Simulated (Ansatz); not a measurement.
CH5AlGaNO. Total charge 0; spin multiplicity 1. The bonds changed during the relaxation, so this is another structure than the one it started from. The structure was optimised at the PBE0-D4/def2-TZVP level. It is one conformer, not always the lowest.

```xyz
10

N     0.853    0.254   -2.309
Ga    0.631   -0.940   -0.969
C    -0.109   -0.186    0.733
O     0.594    0.204    1.707
Al   -1.257    0.471    2.174
H     1.158    0.002   -3.233
H     0.743    1.248   -2.207
H     0.828   -2.461   -1.240
H    -1.671    1.996    2.115
H    -1.769   -0.588    3.229
```

What is the dipole moment at r2SCAN/def2-TZVPP? (An estimate is asked.)

Ansatz gave: 2.95 D, with components (1.01, -0.15, -2.76) D in this frame, pointing from negative to positive charge.

And with PBE, B3LYP, ωB97M-V? (Best estimate.)

The calculation gave: PBE 2.97 D, B3LYP 2.88 D, ωB97M-V 2.89 D.

Give the Mulliken charges with r2SCAN, ωB97M-V, B3LYP in def2-TZVPP. (Best estimate.)

Ansatz gave: 
| atom | r2SCAN | ωB97M-V | B3LYP |
| --- | --- | --- | --- |
| N1 | -0.43 | -0.36 | -0.38 |
| Ga2 | 0.33 | 0.35 | 0.32 |
| C3 | -0.06 | -0.08 | -0.03 |
| O4 | -0.24 | -0.24 | -0.24 |
| Al5 | 0.47 | 0.35 | 0.40 |
| H6 | 0.17 | 0.12 | 0.15 |
| H7 | 0.16 | 0.12 | 0.14 |
| H8 | -0.04 | 0.00 | -0.03 |
| H9 | -0.18 | -0.13 | -0.16 |
| H10 | -0.18 | -0.13 | -0.16 |

B3LYP here is the variant with VWN-RPA as its local correlation; programs differ in this.
